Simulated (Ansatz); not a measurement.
`C[SiH](O)Cl` + `[SiH3]`• → `[CH2][SiH](O)Cl`• + SiH₄ at 500 K and 1 bar (hydrogen abstraction from a C–H bond).

Gas-phase electronic energies from Ansatz, PBE0-D4/def2-TZVP geometries. CCSD(T)/CBS adds triple-zeta CCSD(T) − MP2 to the extrapolated MP2 energy (def2 sets, frozen cores). This one scheme is used for every species. Open shells (•) are unrestricted, without spin–orbit coupling. Each species was taken in one conformer, which may not be the lowest.

```
           species  CCSD(T)/CBS energy (Eh)  H − E (kJ/mol)  S (J/(mol·K))
     `C[SiH](O)Cl`               -865.21254           203.2          385.0
         `[SiH3]`•               -290.80808            75.1          240.4
`[CH2][SiH](O)Cl`•               -864.53844           167.7          391.8
              SiH₄               -291.46306           102.4          230.9
```

H − E and S are ideal-gas, rigid-rotor, harmonic terms from PBE0-D4/def2-TZVP, for one conformer and one mirror image of each species, with the whole ground term of open shells counted as degenerate. 1 Eh = 2625.50 kJ/mol, R = 8.31446 J/(mol·K).

Problem. By hand: ΔE, ΔH, ΔS and ΔG.

Solution. ΔE = (-864.53844) + (-291.46306) − (-865.21254) − (-290.80808) = 0.01912 Eh = 50.2 kJ/mol. Δ(H − E) = 167.7 + 102.4 − 203.2 − 75.1 = -8.2, so ΔH = 42.0 kJ/mol. ΔS = 391.8 + 230.9 − 385.0 − 240.4 = -2.7 J/(mol·K). ΔG = 42.0 − 500 × (-2.7)/1000 = 43.4 kJ/mol.

Problem. By hand: the equilibrium constant, and the temperature at which ΔG would vanish if ΔH and ΔS stayed fixed.

Solution. log₁₀ K = −ΔG/(RT ln 10) = -4.5. ΔH and −TΔS have one sign here, so there is no such temperature. One of them is within its doubt of zero, so this could turn.

The number of gas molecules stays the same, so ΔS is small and ΔH decides. A doubt of 5 kJ/mol in ΔE shifts log₁₀ K by 0.5 here. Other conformers and mirror images would add mixing entropy, several J/(mol·K) or more a flexible species. These are equilibria of isolated gas molecules and say nothing of rates. Largest T1 diagnostic: 0.015 (customary marks: 0.02 for closed shells, 0.045 for open ones).
